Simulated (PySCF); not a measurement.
**Dipole moment and polarisability across levels of theory**

Species: ethylcyclopentane, C7H14.
Bonds: C1–C2, C2–C3, C3–C4, C4–C5, C5–C6, C6–C7, C3–C7. Hydrogens: H8, H9, H10 on C1; H11, H12 on C2; H13 on C3; H14, H15 on C4; H16, H17 on C5; H18, H19 on C6; H20, H21 on C7.

PySCF, dipoles from the SCF density, polarisabilities from static response with core orbitals frozen. The structure is a single PBE0-D3(BJ)/def2-SVP conformer in the gas phase; no vibrational or solvent corrections.

The anisotropy is √(½[(α1 − α2)² + (α2 − α3)² + (α3 − α1)²]).

```json
{"level": "LDA/def2-SVPD", "μ (D)": "0.083", "α (Å³)": "12.91", "anisotropy (Å³)": "2.95"}
{"level": "PBE/def2-SVPD", "μ (D)": "0.081", "α (Å³)": "12.70", "anisotropy (Å³)": "2.91"}
{"level": "B3LYP/def2-SVPD", "μ (D)": "0.077", "α (Å³)": "12.35", "anisotropy (Å³)": "2.71"}
{"level": "PBE0/def2-SVPD", "μ (D)": "0.074", "α (Å³)": "12.26", "anisotropy (Å³)": "2.72"}
{"level": "BHandHLYP/def2-SVPD", "μ (D)": "0.070", "α (Å³)": "11.96", "anisotropy (Å³)": "2.54"}
{"level": "CAM-B3LYP/def2-SVPD", "μ (D)": "0.072", "α (Å³)": "12.16", "anisotropy (Å³)": "2.57"}
{"level": "wB97X-D/def2-SVPD", "μ (D)": "0.069", "α (Å³)": "12.17", "anisotropy (Å³)": "2.60"}
{"level": "LC-wPBE/def2-SVPD", "μ (D)": "0.065", "α (Å³)": "11.85", "anisotropy (Å³)": "2.48"}
{"level": "HF/def2-SVPD", "μ (D)": "0.064", "α (Å³)": "11.57", "anisotropy (Å³)": "2.32"}
{"level": "PBE0/6-31G*", "μ (D)": "0.053", "α (Å³)": "10.61", "anisotropy (Å³)": "2.09"}
{"level": "PBE0/6-31+G*", "μ (D)": "0.076", "α (Å³)": "11.68", "anisotropy (Å³)": "2.42"}
{"level": "PBE0/def2-SVP", "μ (D)": "0.046", "α (Å³)": "11.01", "anisotropy (Å³)": "2.22"}
{"level": "PBE0/aug-cc-pVDZ", "μ (D)": "0.081", "α (Å³)": "12.56", "anisotropy (Å³)": "2.86"}
```

The dipole runs from 0.05 D (PBE0/def2-SVP) to 0.08 D (LDA/def2-SVPD). No reference polarisability is at hand; against PBE0 in the largest diffuse basis at hand (aug-cc-pVDZ) the other PBE0 rows deviate by 6-31G* -16%, 6-31+G* -7%, def2-SVP -12%, def2-SVPD -2%. In one basis (def2-SVPD) the functionals order the polarisability from HF (lowest) to LDA (highest), a spread of 12%. With PBE0 the polarisability is 10.81 Å³ without diffuse functions (mean of 6-31G* and def2-SVP) and 12.16 Å³ with them (mean of 6-31+G*, def2-SVPD and aug-cc-pVDZ).
